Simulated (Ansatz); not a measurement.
`[SiH3][Se][GaH2]` + H₂S → `[SH][GaH2]` + `[SiH3][SeH]` at 700 K and 1 bar (ligand exchange at a Ga–Se bond).

Program: Ansatz. Geometries: PBE0-D4/def2-TZVP. ΔE: electronic, gas phase. CCSD(T)/CBS adds triple-zeta CCSD(T) − MP2 to the extrapolated MP2 energy (def2 sets, frozen cores). This one scheme is used for every species. For Ga, Se outer-core shells are correlated without core-valence functions, which leaves a few kJ/mol of doubt a bond. Scalar relativity is left out up to krypton.

| species | CCSD(T)/CBS energy (Eh) | H − E (kJ/mol) | S (J/(mol·K)) |
| --- | --- | --- | --- |
| `[SiH3][Se][GaH2]` | -4616.77283 | 173.8 | 456.8 |
| H₂S | -398.97279 | 64.8 | 236.9 |
| `[SH][GaH2]` | -2323.53734 | 103.2 | 340.5 |
| `[SiH3][SeH]` | -2692.20088 | 133.3 | 356.0 |

H − E and S are ideal-gas, rigid-rotor, harmonic terms from PBE0-D4/def2-TZVP. 1 Eh = 2625.50 kJ/mol, R = 8.31446 J/(mol·K).

**Question.** By hand: ΔE, ΔH, ΔS and ΔG.

**Answer.** ΔE = (-2323.53734) + (-2692.20088) − (-4616.77283) − (-398.97279) = 0.00740 Eh = 19.4 kJ/mol. Δ(H − E) = 103.2 + 133.3 − 173.8 − 64.8 = -2.1, so ΔH = 17.3 kJ/mol. ΔS = 340.5 + 356.0 − 456.8 − 236.9 = 2.8 J/(mol·K). ΔG = 17.3 − 700 × (2.8)/1000 = 15.3 kJ/mol.

**Question.** By hand: the equilibrium constant, and the temperature at which ΔG would vanish if ΔH and ΔS stayed fixed.

**Answer.** log₁₀ K = −ΔG/(RT ln 10) = -1.1. ΔG = 0 at ΔH/ΔS = 6179 K, far beyond where these terms or the molecules hold.

The number of gas molecules stays the same, so ΔS is small and ΔH decides. A doubt of 5 kJ/mol in ΔE shifts log₁₀ K by 0.4 here. These are equilibria of isolated gas molecules and say nothing of rates. Largest T1 diagnostic: 0.013 (customary marks: 0.02 for closed shells, 0.045 for open ones).
